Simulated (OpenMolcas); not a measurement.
Levels of O2+ by method

- Program: OpenMolcas 26.06
- Basis: ANO-R3 [4s4p2d1f]
- Scalar Hamiltonian: X2C, finite nucleus
- Active space: 2 electrons in 9 orbitals (RAS2 2p; RAS3 3s 3d, at most 1 electron)
- State averaging: 2S+1 = 3 even, 3 roots; 2S+1 = 1 even, 6 roots; 2S+1 = 3 odd, 3 roots; 2S+1 = 1 odd, 3 roots
- Spin-orbit coupling: RASSI with atomic mean-field integrals over the reference wave functions, term energies averaged over their components

Methods on the same reference wave functions:
A. RASSCF
B. SS-RASPT2, IPEA 0.25 Eh, imaginary shift 0.1 Eh (closed shells correlated: 1s 2s)
C. XMS-RASPT2, IPEA 0.25 Eh, imaginary shift 0.1 Eh (closed shells correlated: 1s 2s)

Energies in cm⁻¹ above 2s² 2p² ³P₀, the measured ground level; measured values from Moore, Selected Tables of Atomic Spectra, NSRDS-NBS 3, section 11.

| Level | A | B | C | Measured |
| --- | --- | --- | --- | --- |
| 2s² 2p² ³P₀ | 0.0 | 0.0 | 0.0 | 0.0 |
| 2s² 2p² ³P₁ | 110 | 110 | 110 | 113 |
| 2s² 2p² ³P₂ | 326 | 326 | 326 |  |
| 2s² 2p² ¹D₂ | 22805 | 20690 | 20790 | 20273 |
| 2s² 2p² ¹S₀ | 56214 | 49420 | 50370 | 43186 |
| 2s² 2p 3s ³P°₀ | 274657 | 275270 | 274500 | 267259 |
| 2s² 2p 3s ³P°₁ | 274775 | 275390 | 274610 | 267377 |
| 2s² 2p 3s ³P°₂ | 275035 | 275650 | 274870 | 267634 |
| 2s² 2p 3s ¹P°₁ | 278510 | 279200 | 278060 | 273081 |

Deviations, from unrounded energies. A percentage is the sum of absolute deviations over the sum of measured energies, with the sign that they share, or ± where signs differ.

| Against measurement | Levels | A | B | C |
| --- | --- | --- | --- | --- |
| mean absolute deviation (cm-1) | 7 | 6200 | 5300 | 4900 |
| fine structure of the ground term (%) | 1 | -2.8 | -2.6 | -2.7 |
| other terms of the ground configuration (%) | 2 | +24.5 | +10.5 | +12.1 |
| other configurations (%) | 4 | +2.6 | +2.8 | +2.5 |

C lies closest to measurement on these levels and A furthest from it. The largest miss of C in the table is 2s² 2p 3s ³P°₂, by +7200 cm-1. The ranking rests on the paired levels alone, and a cruder setting can come out closer through cancelling errors.

Between B and C the level of the table that moves most is 2s² 2p 3s ¹P°₁, by 1100 cm-1 (lowest in C, highest in B). Moves below CASPT2's spread within the term are not significant.

The mean deviations of B to C differ by less than CASPT2's widest spread within a term (450 cm-1), so their order carries little weight.

From A to B the spin-free energies of the other terms of 2s² 2p² shown, above ³P, scale by factors of 0.88 to 0.91.

The lowest spin-free term lies below A's lowest term by 0.094 hartree in B, 0.099 hartree in C.

Term energies are means over components that CASPT2 splits; among the terms shown or strongly mixed into the levels shown the widest spread is 450 cm-1 (2s² 2p² ¹D, C). ANO sets are built for valence states and can reach diffuse excited orbitals poorly. With the s shell closed, the reference lacks s² → p² mixing. Some terms miss by over 15 % even with CASPT2, which points to a basis or an active space too small for the shells correlated (holds for C). Measured partners are found by configuration, term and J. A level has none where our copy of the source lacks it or the pairing is in doubt (some pairs that miss far off the trend of their configuration count as doubtful), and it then counts in no deviation. Only configurations of the active space appear.

° marks odd parity.
